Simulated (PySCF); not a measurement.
Species: C7F3N.
Geometry (GFN2-xTB, Å), atoms numbered from 1 in this order:
```xyz
11
C7F3N angstrom
N     -5.4215    1.0314    0.5005
C     -4.3099    0.7597    0.3810
C     -3.0007    0.4391    0.2415
C     -1.8222    0.1541    0.1214
C     -0.5261   -0.1703   -0.0114
C      0.6556   -0.4319   -0.1221
C      1.9971   -0.8061   -0.2666
F      2.2518   -2.1011   -0.5311
C      3.0227    0.0503   -0.1558
F      4.2967   -0.2599   -0.2868
F      2.8619    1.3374    0.1034
```

Computed at PBE0/pcSseg-1 (PySCF, non-relativistic), with Q(14N) = 0.02044 b: N1, 14N (I = 1): χzz = -4.788 MHz, η = 0.084.

**Question.** Find the zero-field quadrupole resonance frequencies of 14N at N1.

**Answer.** From ν± = (3/4)|χ|(1 ± η/3) and ν0 = |χ|η/2: ν+ 3.692 MHz, ν− 3.490 MHz, ν0 0.201 MHz (nitrile nitrogen).

In a crystal, neighbours and librations shift these lines. Isolated species at its GFN2-xTB geometry, gas phase. GFN2-xTB bond lengths can be off by several hundredths of an ångström, more for odd bonds, and the gradients follow them. With so small a basis the couplings can be 20 % off.
